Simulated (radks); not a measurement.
Task: These are the eigenvalues of the occupied orbitals of an atom or ion with whole-number occupations (eV). All-electron calculation, scalar-relativistic Kohn-Sham, BLYP, spin-polarised, spherical densities, finite nucleus; Fermi nuclear charge, rms radius of each element as measured or else 0.836 A^(1/3) + 0.57 fm. Program: a radial shooting solver on a logarithmic mesh with Libxc functionals.

orbital  eigenvalue
1s up     -9595.790
1s down   -9595.788
2s up     -1227.385
2s down   -1225.936
2p up     -1073.092
2p down   -1072.000
3s up     -195.7357
3s down   -193.0507
3p up     -149.5361
3p down   -146.9049
3d up      -74.4637
3d down    -71.9148

Which element is it, and in what charge state? The configuration may be excited. Open shells, if any, are filled with parallel spins first.

Result: Z = 30, zinc, charge +4: Zn4+ in [Ar] 3d8. The list shows which subshells hold electrons but not how many an open one holds; the 1s level, -352.64 hartree, gives Z - s = 26.6 by -(Z - s)^2/2, which with screening and relativity narrows Z to a few neighbours, and the depths of the outer levels then fix element, charge and occupations together.
